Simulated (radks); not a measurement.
Results of a calculation; reference values are marked as such.
Cr18+, 6 electrons, occupied as [He] 2s2 2p2.

Level of theory: scalar-relativistic Kohn-Sham, SCAN, spin-polarised, spherical densities, finite nucleus; open shells are filled with parallel spins first; meta-GGA in the generalised Kohn-Sham scheme; Fermi nuclear charge, rms radius 3.6452 fm (a radial shooting solver on a logarithmic mesh with Libxc functionals).

Energy parts (eV):
part                      energy
total                 -21624.096
kinetic                21907.144
electron-nucleus      -45506.897
Hartree                 2667.064
exchange-correlation    -691.407

Orbitals (lengths in bohr, moments of r in powers of bohr; r(max) is where P^2 peaks; r(90%) holds 90 % of the orbital's charge):
| orbital | occ. | eigenvalue (eV) | <r^4> | r(90%) | <1/r> | r(max) |
|---|---|---|---|---|---|---|
| 1s up | 1 | -6838.031 | 0.00007430 | 0.113 | 23.94 | 0.04157 |
| 1s down | 1 | -6823.425 | 0.00007334 | 0.113 | 23.98 | 0.04153 |
| 2s up | 1 | -1431.496 | 0.01225 | 0.414 | 5.517 | 0.2317 |
| 2s down | 1 | -1406.572 | 0.01270 | 0.418 | 5.446 | 0.2331 |
| 2p up | 2 | -1353.330 | 0.008403 | 0.377 | 5.398 | 0.1847 |

The highest occupied level is 2p up at -1353.3 eV. Summed over all electrons, <r^2> = 0.3160 bohr^2, which gives a Langevin (diamagnetic) susceptibility term of -0.25 x 10^-6 cm^3/mol. Spin moment in Bohr magnetons: 2. For comparison, the ionisation energy in NIST's Atomic Spectra Database is 1395 eV (semi-empirical). In exact Kohn-Sham theory the highest level is minus the ionisation energy, but local and semilocal functionals leave it too shallow, through self-interaction and a potential that decays too fast; potentials with the right tail come closer. The electron density at the nucleus is 1.159e+04 e/bohr^3 (large components only). The spin density at the nucleus is -1.76 e/bohr^3 (1s -19.12, 2s 17.36).

Empty levels of this run are not shown, since the potential may be unsettled where no density lies.
